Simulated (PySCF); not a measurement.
The multiplicity is imposed and other spin states were not computed.

Cartesian coordinates (Å):
```xyz
6

Au    -0.0014    -0.0568    -0.0458
O      0.4723     1.6758     1.2033
H      0.2656     1.4977     2.1427
H     -0.0790     2.4457     0.9580
C     -0.4126    -1.5793    -1.1440
N     -0.6701    -2.5123    -1.8149
```
Charge 0, multiplicity 1.

What charge on the central atom (Mulliken), LUMO, total energy, HOMO–LUMO gap and HOMO does TPSSh-D3(BJ)/def2-TZVP // PBE-D3(BJ)/def2-SVP in PySCF give?


```
Property                                     Result
-------------------------------------  ------------
charge on the central atom (Mulliken)        0.20 e
LUMO                                       -2.05 eV
total energy                           -305.0646 Ha
HOMO–LUMO gap                               5.23 eV
HOMO                                       -7.27 eV
```
